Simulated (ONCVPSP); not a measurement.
**How hard is this Cd (Z = 48) ONCV potential?**

cadmium (Cd), optimised norm-conserving Vanderbilt (ONCV), made with ONCVPSP 4.0.1 (PBE, scalar-relativistic). Core [Ar] 3d10, reference 4s2 4p6 4d10 5s2. Waves: 4s+5s: rc 1.65 bohr, ncon 4, nbas 7, qcut 6.7 1/bohr, 2 projectors; 4p: rc 1.15 bohr, ncon 5, nbas 10, qcut 9.9 1/bohr, 2 projectors, debl 3.8 Ha; 4d: rc 1.90 bohr, ncon 4, nbas 9, qcut 8.1 1/bohr, 2 projectors, debl 2.8 Ha. Local part: polynomial inside 0.75 bohr (lpopt 4, dvloc0 0 Ha). Core correction: polynomial model core, fcfact 0.35.

For each optimised wave give the share of its norm inside rc, the residual kinetic energy above qcut (Ha) and the cutoffs (Ha) for errors of 10, 1, 0.1 and 0.01 mHa per electron.

| wave | norm inside rc | residual KE | 10 mHa | 1 mHa | 0.1 mHa | 0.01 mHa |
| --- | --- | --- | --- | --- | --- | --- |
| 4s | 0.984 | 1.8e-05 | 7.4 | 13.8 | 19.4 | 30.5 |
| 5s | 0.093 | 6.4e-05 | 6.2 | 15.4 | 21.5 | 52.9 |
| 4p | 0.746 | 3.3e-04 | 33.2 | 43.8 | 111.6 | 247.4 |
| p projector 2 | 0.037 | 7.9e-05 | 14.3 | 37.6 | 48.0 | 97.7 |
| 4d | 0.866 | 2.1e-06 | 20.5 | 24.9 | 28.3 | 30.9 |
| d projector 2 | 0.175 | 1.5e-05 | 21.2 | 26.1 | 29.9 | 35.7 |

The occupied waves need 44 Ha and 112 Ha for 1 and 0.1 mHa. Note: no bound ghost flagged; GHOST(+) flagged for s at 100.9 eV.
